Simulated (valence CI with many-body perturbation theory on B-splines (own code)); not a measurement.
## Pd13+: calculated level list

Computed by configuration interaction combined with many-body perturbation theory (CI+MBPT): five valence electrons over a frozen Dirac-Fock core [Ar] 3d10, radial functions for each j: 11 s, 11 p, 10 d, 8 f, 5 g, 2 h, with the one-electron correlation potential Σ1, the two-electron term Σ2, the three-electron term Σ3, Breit, model QED; selected CI, second order for the rest, scaled by the run's own slope (own B-spline code, finite nucleus).

No measured levels were compared; by estimate levels hold to about 250 cm⁻¹ or 0.2 % of their energy and the worst to 1 %, as in measured heavy ions of charge 2 to 7; those with d or f electrons hold less well. Among the levels kept, up to 2300 cm⁻¹ of a level comes from second order outside the variational space, and about a tenth of that is noise between levels of different J, which matters for small intervals.

Levels 91 to 135 of 169, with energies above the lowest level, 4s²4p³ ⁴S°_3/2. "Leading %" is the weight of the configuration and term that name the level; weights of strongly mixed levels are sums over their largest components and can fall short, so below about 35 % the name and the second component can differ from the true leading terms, or belong to a minority configuration. Lifetimes count E1, E2, E3, M1 and M2 decay at the calculated energies, and are blank where another channel may lead or the interval is too uncertain; long ones can be off by a factor of two.

| No. | Configuration | Term | J | E (cm⁻¹) | Leading % | g | Lifetime | Second component |
| --- | --- | --- | --- | --- | --- | --- | --- | --- |
| 91 | 4s4p³4d | ²P° | 1/2 | 909740 | 38 | 1.020 | 6.33 ps | 25 % 4s4p³4d ⁴P° |
| 92 | 4s4p³4d | ²F° | 5/2 | 912020 | 67 | 0.947 | 52.2 ps | 6 % 4s4p³4d ²D° |
| 93 | 4s4p³4d | ⁴D° | 7/2 | 913310 | 54 | 1.299 | 18.1 ps | 16 % 4s4p³4d ²F° |
| 94 | 4s4p³4d | ²G° | 9/2 | 914130 | 63 | 1.149 | 57.9 ps | 15 % 4s4p³4d ⁴F° |
| 95 | 4s4p³4d | ⁴D° | 5/2 | 921220 | 45 | 1.280 | 13.5 ps | 12 % 4s4p³4d ²D° |
| 96 | 4s4p³4d | ⁴D° | 3/2 | 922490 | 63 | 1.152 | 6.18 ps | 9 % 4s²4p²4f ⁴D° |
| 97 | 4s4p³4d | ⁴D° | 1/2 | 924330 | 59 | 0.168 | 5.88 ps | 10 % 4s4p³4d ²P° |
| 98 | 4s4p³4d | ²F° | 7/2 | 935550 | 56 | 1.165 | 50.3 ps | 8 % 4s4p³4d ⁴D° |
| 99 | 4s4p³4d | ²D° | 3/2 | 936890 | 65 | 0.937 | 11.3 ps | 12 % 4s4p³4d ⁴D° |
| 100 | 4s4p³4d | ²P° | 1/2 | 939930 | 60 | 0.589 | 10.2 ps | 21 % 4s4p³4d ⁴D° |
| 101 | 4s4p³4d | ²F° | 5/2 | 942660 | 45 | 0.972 | 8.41 ps | 8 % 4s4p³4d ²D° |
| 102 | 4s4p³4d | ²D° | 5/2 | 949350 | 41 | 1.066 | 8.13 ps | 16 % 4s4p³4d ²F° |
| 103 | 4s4p³4d | ²D° | 3/2 | 958720 | 46 | 0.885 | 8.19 ps | 9 % 4s4p³4d ²P° |
| 104 | 4s4p³4d | ²F° | 5/2 | 960440 | 46 | 0.991 | 4.57 ps |  |
| 105 | 4s²4p4d² | ⁴G° | 5/2 | 966810 | 50 | 0.664 | 46.8 ps | 22 % 4s²4p²4f ⁴G° |
| 106 | 4s4p³4d | ²F° | 7/2 | 967720 | 68 | 1.154 | 4.13 ps | 9 % 4s²4p4d² ²F° |
| 107 | 4s4p³4d | ²P° | 3/2 | 967860 | 67 | 1.236 | 12.4 ps | 9 % 4s4p³4d ²D° |
| 108 | 4s4p³4d | ²F° | 7/2 | 971180 | 45 | 1.163 | 20.2 ps | 15 % 4s4p³4d ⁴D° |
| 109 | 4s4p³4d | ²S° | 1/2 | 972930 | 58 | 1.740 | 5.42 ps | 17 % 4s²4p4d² ²S° |
| 110 | 4s4p³4d | ²P° | 3/2 | 974770 | 59 | 1.315 | 4.56 ps | 16 % 4s²4p4d² ²P° |
| 111 | 4s²4p4d² | ⁴G° | 7/2 | 978620 | 45 | 1.044 | 51.1 ps | 21 % 4s²4p²4f ⁴G° |
| 112 | 4s4p³4d | ²D° | 5/2 | 983630 | 60 | 1.181 | 17.3 ps | 7 % 4s4p³4d ⁴D° |
| 113 | 4s²4p4d² | ⁴G° | 9/2 | 994030 | 62 | 1.158 | 118 ps | 24 % 4s²4p²4f ⁴G° |
| 114 | 4s4p³4d | ²P° | 1/2 | 996340 | 46 | 0.667 | 5.08 ps | 10 % 4s²4p4d² ²P° |
| 115 | 4s4p³4d | ²P° | 3/2 | 997410 | 40 | 1.125 | 5.50 ps | 15 % 4s4p³4d ²D° |
| 116 | 4s²4p²4f | ²D° | 5/2 | 999790 | 22 | 1.061 | 9.57 ps | 12 % 4s4p³4d ²D° |
| 117 | 4s²4p²4f | ²G° | 7/2 | 1001500 | 18 | 1.123 | 15.0 ps | 13 % 4s²4p²4f ⁴D° |
| 118 | 4s4p³4d | ²D° | 5/2 | 1006200 | 24 | 1.106 | 6.14 ps | 13 % 4s²4p²4f ²D° |
| 119 | 4s²4p4d² | ²H° | 9/2 | 1006900 | 42 | 0.981 | 141 ps | 22 % 4s²4p²4f ²H° |
| 120 | 4s²4p4d² | ⁴D° | 3/2 | 1012200 | 29 | 0.967 | 12.1 ps | 21 % 4s²4p4d² ²D° |
| 121 | 4s²4p4d² | ⁴G° | 11/2 | 1012200 | 48 | 1.239 | 389 ps | 31 % 4s²4p²4f ⁴G° |
| 122 | 4s4p³4d | ²P° | 1/2 | 1014600 | 42 | 0.672 | 5.73 ps | 13 % 4s²4p4d² ⁴D° |
| 123 | 4s²4p4d² | ⁴D° | 7/2 | 1015100 | 14 | 1.178 | 24.1 ps | 14 % 4s²4p²4f ⁴D° |
| 124 | 4s²4p²4f | ⁴G° | 5/2 | 1021700 | 29 | 0.861 | 6.62 ps | 18 % 4s²4p²4f ⁴F° |
| 125 | 4s²4p4d² | ⁴D° | 1/2 | 1022500 | 66 | 0.187 | 8.93 ps | 9 % 4s4p³4d ²P° |
| 126 | 4s²4p²5s | ⁴P | 1/2 | 1027700 | 66 | 2.210 | 6.92 ps | 18 % 4s²4p²5s ²P |
| 127 | 4s²4p4d² | ⁴D° | 5/2 | 1027900 | 28 | 1.053 | 9.52 ps | 12 % 4s²4p²4f ⁴D° |
| 128 | 4s²4p²4f | ²D° | 3/2 | 1028400 | 26 | 1.005 | 5.44 ps | 23 % 4s4p³4d ²P° |
| 129 | 4s²4p4d² | ⁴D° | 3/2 | 1034600 | 24 | 0.917 | 10.5 ps | 18 % 4s²4p4d² ²D° |
| 130 | 4s²4p²4f | ²G° | 7/2 | 1034700 | 19 | 1.090 | 14.3 ps | 13 % 4s²4p²4f ⁴F° |
| 131 | 4s²4p4d² | ⁴P° | 1/2 | 1037200 | 69 | 2.411 | 6.98 ps | 11 % 4s4p³4d ²S° |
| 132 | 4s²4p4d² | ⁴F° | 3/2 | 1037900 | 28 | 0.907 | 5.74 ps | 26 % 4s²4p4d² ⁴D° |
| 133 | 4s²4p²4f | ⁴G° | 9/2 | 1037900 | 20 | 1.159 | 9.85 ps | 15 % 4s²4p²4f ⁴F° |
| 134 | 4s²4p²4f | ²H° | 11/2 | 1039900 | 38 | 1.140 | 69.8 ps | 33 % 4s²4p4d² ²H° |
| 135 | 4s²4p²4f | ⁴G° | 7/2 | 1040300 | 31 | 1.123 | 7.01 ps | 12 % 4s²4p4d² ⁴G° |

Names give the largest LS component (configuration and term), which can be under half, so a name can repeat, a term be missing and a line seem to break the LS rules; names also repeat where a configuration has a term twice.

Where two levels of one J and parity lie close, their mixing, g and order are uncertain.
